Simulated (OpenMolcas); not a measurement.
Ta4+ (d1) in a complex was computed by CASSCF with the d shell active (OpenMolcas, ANO-RCC-VDZP on the metal). Its lowest spin-free states, and all those of the highest spin:

```json
{"2S+1": "2", "Degeneracy": "3", "E (cm-1)": "0.0"}
{"2S+1": "2", "Degeneracy": "2", "E (cm-1)": "21925"}
```

Problem. Is the site octahedral, tetrahedral or cube-like, axial, or of lower symmetry?

Solution. The states with 2S+1 = 2 have orbital degeneracies 3, 2. Threefold states need a cubic site. For d1 at this spin an octahedron puts the threefold T2 below the twofold E and a tetrahedron or cube puts the twofold E below the threefold T2, so the site is octahedral. The first gap at this spin, 21900 cm-1, is |10Dq| in ligand-field theory. The run had Ta4+ with 6 ligands (bromide) in octahedral coordination (Oh) at 2.59 Å. A charge of +0.333 e stands 3.2 Å behind each ligand. Ligand basis ANO-RCC-VDZP.

An orbital triplet at a regular site is open to Jahn-Teller coupling, which can distort the site and quench the lowest spin-orbit gaps and is left out. The least metal-like active orbital is 68 % on the metal (Löwdin) and no ligand orbital is active, so the numbers are rough. With metal d orbitals alone the field can be off either way by tens of per cent. Ligand-to-metal charge-transfer states are missing. No measured value stands beside these numbers; the geometry is a model, was not optimised and need not be the one that this ion takes.
